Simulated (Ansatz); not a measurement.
Reaction (redistribution): `FB1B[SiH2]1` + `CO[SiH](O)[GaH2]` → `[GaH2][B]1B[SiH2]1` + `CO[SiH](O)F`

Computed with Ansatz on PBE0-D4/def2-TZVP structures; ΔE is electronic, products minus reactants. CCSD(T)/CBS adds triple-zeta CCSD(T) − MP2 to the extrapolated MP2 energy (def2 sets, frozen cores). Functionals use def2-TZVPP. HSE06 is defined as in plane-wave codes. For Ga outer-core shells are correlated without core-valence functions, which leaves a few kJ/mol of doubt a bond. Scalar relativity is left out up to krypton. Each species was taken in one conformer, which may not be the lowest.

`FB1B[SiH2]1`:

Cartesian coordinates in Å:
```
F -0.017 1.578 1.887
B 0.518 0.973 0.900
B 1.000 0.159 -0.310
Si -0.646 -0.682 -0.489
H 1.994 0.042 -0.945
H -1.081 -1.699 -1.482
H -1.768 -0.372 0.439
```

`CO[SiH](O)[GaH2]`:

```xyz
12

C    -0.916    1.665    0.108
O    -0.898    0.508    0.913
Si    0.177   -0.723    0.728
O     1.739   -0.253    1.004
Ga    0.289   -1.600   -1.529
H    -1.870    2.173    0.256
H    -0.108    2.350    0.385
H    -0.812    1.423   -0.957
H    -0.260   -1.685    1.777
H     1.988   -0.038    1.905
H     0.056   -0.699   -2.801
H     0.614   -3.119   -1.790
```

`[GaH2][B]1B[SiH2]1`:

```xyz
9

Ga   -1.803    0.611   -0.714
B    -0.337   -0.691   -0.144
B     0.790   -1.676   -0.147
Si    1.101    0.280    0.666
H    -3.308    0.167   -0.650
H    -1.453    2.073   -1.172
H     1.706   -2.409   -0.012
H     2.319   -0.114    1.426
H     0.985    1.760    0.747
```

`CO[SiH](O)F`:

Z-matrix (Å, degrees):
```
C
O 1 1.412
H 1 1.091 2 108.1
H 1 1.095 2 111.2 3 -119.0
H 1 1.094 2 111.3 3 119.4
Si 2 1.623 1 125.5 3 -176.0
F 6 1.595 2 107.9 1 49.5
O 6 1.619 2 108.8 1 170.5
H 6 1.471 2 114.0 1 -68.9
H 8 0.958 6 118.6 2 -39.6
```

| level | ΔE (kcal/mol) |
| --- | --- |
| HSE06 | -16.0 |
| CAM-B3LYP | -15.7 |
| LC-ωPBE | -17.7 |
| RPA@PBE/def2-TZVPP | -18.5 |

Q: What does CCSD(T)/CBS give? (Estimate.)

A: Ansatz gave: -21.1 kcal/mol. The listed levels differ from it by 5.1, 5.4, 3.4, 2.6 kcal/mol.

Largest T1 diagnostic among the species: 0.016.

From PBE to PBE0 (25 % exact exchange), in def2-TZVPP and without D4, ΔE moves by −2.8 kcal/mol. Leaving LDA and LC-ωPBE aside and taking each functional with its dispersion term where it has one, the values, not all of them listed here, spread over 9.0 kcal/mol, from PBE-QIDH to BLYP-D4. LDA lies −1.0 kcal/mol from PBE without D4.
